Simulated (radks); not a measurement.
Valence configurations of Nd IV (all share [Xe]). Calculated with a radial shooting solver on a logarithmic mesh with Libxc functionals: scalar-relativistic Kohn-Sham, r2SCAN, spin-unpolarised, spherical densities, finite nucleus; meta-GGA in the generalised Kohn-Sham scheme; Fermi nuclear charge, rms radius 4.9123 fm. Energies are relative to 4f3; eigenvalues in eV.

4f3: E (eV) 0.000; e(4f) -30.216
4f2.5 5d0.5: E (eV) 3.964; e(4f) -33.532; e(5d) -24.502
4f1.5 5d1.5: E (eV) 15.576; e(4f) -40.696; e(5d) -26.470
4f2 6p1: E (eV) 18.495; e(4f) -41.313; e(6p) -18.693
4f1 6s2: E (eV) 34.797; e(4f) -51.346; e(6s) -25.693
4f2 6s1: E (eV) 13.512; e(4f) -40.297; e(6s) -23.256
4f2 5d0.5 6s0.5: E (eV) 11.307; e(4f) -38.670; e(5d) -26.644; e(6s) -22.243
4f2 5d1: E (eV) 9.119; e(4f) -37.030; e(5d) -25.502
4f1 6s1 6p1: E (eV) 40.456; e(4f) -52.345; e(6p) -20.528; e(6s) -26.074
4f2.5 6p0.5: E (eV) 8.260; e(4f) -35.653; e(6p) -17.353

NIST lists [Xe] 4f3 as the ground configuration; this level of theory agrees among the configurations tried. The energies are those of spherical spin-averaged densities, not of single terms.
